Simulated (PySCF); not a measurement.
C4H12Ge (SMILES [CH3][Ge]([CH3])([CH3])[CH3]), singlet, at a GFN2-xTB geometry; B3LYP/STO-3G in PySCF.

PySCF was given this input:
```python
from pyscf import gto, scf, dft

mol = gto.M(
    atom='''
C    -0.23947062   -1.06595218   -1.65989926
Ge    0.00000000    0.00000000   -0.00000000
C    -0.06719706    1.93648478   -0.44088209
C    -1.45232338   -0.43786460    1.28370447
C     1.75899106   -0.43266800    0.81707688
H    -1.19574845   -0.84621800   -2.12542525
H    -0.20636169   -2.12977053   -1.44389199
H     0.54406792   -0.84340260   -2.37823336
H     0.06161749    2.54065356    0.45234337
H    -1.02110312    2.19755474   -0.88962537
H     0.71871324    2.20037014   -1.14243348
H    -2.42529904   -0.20948328    0.85870428
H    -1.43591229   -1.49303582    1.54023754
H    -1.34257843    0.13361553    2.20067303
H     1.81961363   -1.48776767    1.06718570
H     2.57004324   -0.20139974    0.13284433
H     1.91294749    0.13888367    1.72762118
''',
    basis='sto-3g',
    verbose=4,
)

mf = dft.RKS(mol)
mf.xc = 'b3lyp'
mf.conv_tol_grad = 1e-3
mf.kernel()
```

The log (banner, timings and long lists left out):

```
PySCF version 2.14.0

[INPUT] verbose = 4
[INPUT] num. atoms = 17
[INPUT] num. electrons = 68
[INPUT] charge = 0
[INPUT] spin (= nelec alpha-beta = 2S) = 0
[INPUT] symmetry False subgroup None
[INPUT] Mole.unit = angstrom
[INPUT] Symbol           X                Y                Z      unit          X                Y                Z       unit  Magmom
[...]
nuclear repulsion = 395.501390849737
number of shells = 32
number of NR pGTOs = 150
number of NR cGTOs = 50
basis = sto-3g
ecp = {}

******** <class 'pyscf.dft.rks.RKS'> ********
method = RKS
initial guess = minao
damping factor = 0
level_shift factor = 0
DIIS = <class 'pyscf.scf.diis.CDIIS'>
diis_start_cycle = 1
diis_space = 8
diis_damp = 0
SCF conv_tol = 1e-09
SCF conv_tol_grad = 0.001
SCF max_cycles = 50
direct_scf = True
direct_scf_tol = 1e-13
XC library pyscf.dft.libxc version 7.1.2
    S. Lehtola, C. Steigemann, M. J. T. Oliveira, and M. A. L. Marques,  SoftwareX 7, 1–5 (2018)
XC functionals = b3lyp
    P. J. Stephens, F. J. Devlin, C. F. Chabalowski, and M. J. Frisch,  J. Phys. Chem. 98, 11623 (1994)
radial grids:
    Treutler-Ahlrichs [JCP 102, 346 (1995); DOI:10.1063/1.469408] (M4) radial grids

becke partition: Becke, JCP 88, 2547 (1988); DOI:10.1063/1.454033
pruning grids: <function nwchem_prune>
grids dens level: 3
symmetrized grids: False
atomic radii adjust function: <function treutler_atomic_radii_adjust>
small_rho_cutoff = 0
Initial guess from minao.
tot grids = 194808
init E= -2208.38212055662
[...]
cycle= 1 E= -2210.74187245445  delta_E= -2.36  |g|= 0.59  |ddm|= 4.57
[...]
cycle= 2 E= -2210.81741136484  delta_E= -0.0755  |g|= 0.403  |ddm|= 1.72
[...]
cycle= 3 E= -2210.8767177901  delta_E= -0.0593  |g|= 0.0224  |ddm|= 0.726
[...]
cycle= 4 E= -2210.87684536657  delta_E= -0.000128  |g|= 0.00919  |ddm|= 0.049
[...]
cycle= 5 E= -2210.87686948934  delta_E= -2.41e-05  |g|= 0.00244  |ddm|= 0.0159
[...]
cycle= 6 E= -2210.8768717923  delta_E= -2.3e-06  |g|= 6.73e-05  |ddm|= 0.00416
[...]
cycle= 7 E= -2210.87687179372  delta_E= -1.41e-09  |g|= 9.03e-07  |ddm|= 0.000115
[...]
cycle= 8 E= -2210.87687179372  delta_E= 2.73e-12  |g|= 4.59e-08  |ddm|= 1.27e-06
[...]
Extra cycle  E= -2210.87687179371  delta_E= 1.82e-12  |g|= 3.21e-08  |ddm|= 1.31e-07
converged SCF energy = -2210.87687179371
```
